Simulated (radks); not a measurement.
The vanadium ion V2+, configuration [Ne] 3s1 3p6 3d4 (not the ground configuration).

Method: scalar-relativistic Kohn-Sham, LDA (Slater exchange, Perdew-Wang correlation), spin-polarised, spherical densities, finite nucleus; open shells are filled with parallel spins first; Fermi nuclear charge, rms radius 3.6002 fm; computed with a radial shooting solver on a logarithmic mesh with Libxc functionals.

Energy parts (eV):
part                      energy
total                 -25689.145
kinetic                25913.939
electron-nucleus      -60837.127
Hartree                10399.634
exchange-correlation   -1165.592

Orbitals (lengths in bohr, moments of r in powers of bohr; r(90%) holds 90 % of the orbital's charge):
| orbital | occ. | eigenvalue (eV) | <r> | r(90%) | <r^2> | <1/r> |
|---|---|---|---|---|---|---|
| 1s up | 1 | -5372.651 | 0.06656 | 0.119 | 0.005957 | 22.80 |
| 1s down | 1 | -5372.097 | 0.06656 | 0.119 | 0.005957 | 22.80 |
| 2s up | 1 | -620.5096 | 0.3092 | 0.480 | 0.1130 | 4.785 |
| 2s down | 1 | -618.4008 | 0.3086 | 0.479 | 0.1125 | 4.794 |
| 2p up | 3 | -522.3427 | 0.2745 | 0.451 | 0.09291 | 4.697 |
| 2p down | 3 | -520.5919 | 0.2738 | 0.450 | 0.09239 | 4.705 |
| 3s up | 1 | -89.8810 | 0.9445 | 1.41 | 1.029 | 1.496 |
| 3s down | 0 | -84.3734 | 0.9517 | 1.43 | 1.046 | 1.484 |
| 3p up | 3 | -63.8565 | 1.006 | 1.55 | 1.189 | 1.367 |
| 3p down | 3 | -58.5649 | 1.019 | 1.57 | 1.225 | 1.351 |
| 3d up | 4 | -24.3169 | 1.253 | 2.12 | 1.989 | 1.045 |
| 3d down | 0 | -19.7563 | 1.351 | 2.33 | 2.359 | 0.9917 |

The highest occupied level is 3d up at -24.317 eV. The configuration is held as typed, so some empty levels lie below it. The spin density at the nucleus is 55.97 e/bohr^3 (1s 0.39, 2s -1.43, 3s 57.01). Summed over all electrons, <r^2> = 17.02 bohr^2, which gives a Langevin (diamagnetic) susceptibility term of -13.5 x 10^-6 cm^3/mol. The electron density at the nucleus is 9826 e/bohr^3 (large components only).
